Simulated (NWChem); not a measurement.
System meant: ScBrCl$_{2}$; SMILES [Cl][Sc]([Cl])[Br]

NWChem input:

```
start job
memory heap 200 mb stack 900 mb global 1100 mb
geometry units angstroms noautoz
  Sc    -0.001593     0.522100     0.000000
  Cl     0.000998     1.661518    -1.949494
  Cl     0.000998     1.661518     1.949494
  Br    -0.000175    -1.900142     0.000000
end
basis spherical
  * library def2-svp
end
dft
  odft
  mult 2
  xc b3lyp
  iterations 150
  mulliken
end
task dft energy
```

End of the output:

```
 Summary of "ao basis" -> "" (spherical)
 ------------------------------------------------------------------------------
       Tag                 Description            Shells   Functions and Types
 ---------------- ------------------------------  ------  ---------------------
 *                          def2-svp                  on all atoms

                                 NWChem DFT Module
                                 -----------------

 Summary of "ao basis" -> "ao basis" (spherical)
 ------------------------------------------------------------------------------
       Tag                 Description            Shells   Functions and Types
 ---------------- ------------------------------  ------  ---------------------
 Sc                         def2-svp                11       31   5s3p2d1f
 Cl                         def2-svp                 8       18   4s3p1d
 Br                         def2-svp                12       32   5s4p3d

 Summary of "ao basis" -> "ao basis" (spherical)
 ------------------------------------------------------------------------------
       Tag                 Description            Shells   Functions and Types
 ---------------- ------------------------------  ------  ---------------------
 Sc                         def2-svp                11       31   5s3p2d1f
 Cl                         def2-svp                 8       18   4s3p1d
 Br                         def2-svp                12       32   5s4p3d

      Symmetry analysis of basis
      --------------------------

        a1         42
        a2         11
        b1         19
        b2         27

  number of electrons :                   90
  multiplicity        :                    2
 ------------------------------------------------------------------------
  no. of electrons and multiplicity not compatible                  90
 ------------------------------------------------------------------------
 ------------------------------------------------------------------------
  current input line :
    19: task dft energy
 ------------------------------------------------------------------------
 ------------------------------------------------------------------------
 There is an error in the input file
 ------------------------------------------------------------------------
 For more information see the NWChem manual at https://nwchemgit.github.io

0: no. of electrons and multiplicity not compatible:Received an Error in Communication
```

Task: Can this run be used? If not, why, and what is the fix?

Result: The input was rejected before any calculation. Cause: the multiplicity doesn't fit the number of electrons (an even count wants an odd multiplicity, and the reverse). This input runs:
```
start job
memory heap 200 mb stack 900 mb global 1100 mb
geometry units angstroms noautoz
  Sc    -0.001593     0.522100     0.000000
  Cl     0.000998     1.661518    -1.949494
  Cl     0.000998     1.661518     1.949494
  Br    -0.000175    -1.900142     0.000000
end
basis spherical
  * library def2-svp
end
dft
  xc b3lyp
  iterations 150
  mulliken
end
task dft energy
```
It converges to -4254.88538 Ha (B3LYP/def2-SVP).
